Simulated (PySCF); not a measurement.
Ionisation energy of Xe by level of theory

Xe [Xe] (1S) → Xe⁺ [Kr] 4d10 5s2 5p5 (2P), as a difference of total energies. Calculation: PySCF 2.14, in ANO-RCC-VTZP (7s6p4d2f1g, 68 functions); the spin-free X2C one-electron Hamiltonian (Gaussian nucleus). Correlated levels: valence: [Kr] 4d10 frozen. The calculations carry no spin-orbit coupling.

```json
{"method": "UHF", "ionisation energy (eV)": "11.476"}
{"method": "MP2 (valence)", "ionisation energy (eV)": "12.302"}
{"method": "SCS-MP2 (valence)", "ionisation energy (eV)": "12.236"}
{"method": "CCSD (valence)", "ionisation energy (eV)": "12.219"}
{"method": "CCSD(T) (valence)", "ionisation energy (eV)": "12.247"}
```

**Question.** How much does correlation contribute at CCSD(T) (valence)?

**Answer.** 12.247 − (11.476) = 0.771 eV, measured against UHF.

A first-order spin-orbit estimate (lowest level to lowest level, LS coupling) adds -0.405 eV.

Errors of the correlated levels include the incompleteness of this basis and the frozen core.

For comparison: 12.130 eV (measured; NIST Atomic Spectra Database, ionization energies).
